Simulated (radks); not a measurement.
Ionisation of the osmium ion Os4+, [Xe] 4f14 5d4, to [Xe] 4f14 5d3 as the strength of local exchange is varied. All-electron calculation, scalar-relativistic Kohn-Sham, Slater X-alpha exchange (alpha = 2/3 is LDA exchange), no correlation, spin-unpolarised, spherical densities, finite nucleus; Fermi nuclear charge, rms radius 5.4126 fm. Program: a radial shooting solver on a logarithmic mesh with Libxc functionals.

\begin{tabular}{lrrrrr}
alpha & E(Os4+) (hartree) & exchange (hartree) & IE (eV) & -e of the level emptied (eV) & <r> of it (bohr) \\ \hline
0.667 & -17229.7712 & -319.2611 & 53.843 & 46.897 (5d) & 1.546 \\
0.72 & -17255.2916 & -345.1561 & 54.970 & 47.973 (5d) & 1.531 \\
0.767 & -17277.9556 & -368.1841 & 55.981 & 48.940 (5d) & 1.519 \\
0.797 & -17292.4379 & -382.9146 & 56.632 & 49.563 (5d) & 1.511 \\
0.85 & -17318.0539 & -408.9988 & 57.794 & 50.677 (5d) & 1.497 \\
0.961 & -17371.8286 & -463.8778 & 60.274 & 53.058 (5d) & 1.470 \\
\end{tabular}

NIST Atomic Spectra Database: 55 +/- 1.9 eV (theoretical). The Delta-SCF value meets it near alpha = 0.72. Spin polarisation and multiplet splitting are left out, so open shells lie too high by an amount that depends on their filling. Spin-orbit splitting is averaged out at the scalar-relativistic level.

Beside tabulated values, note that spin-unpolarised runs miss the spin-polarisation part of the exchange energy of open shells.
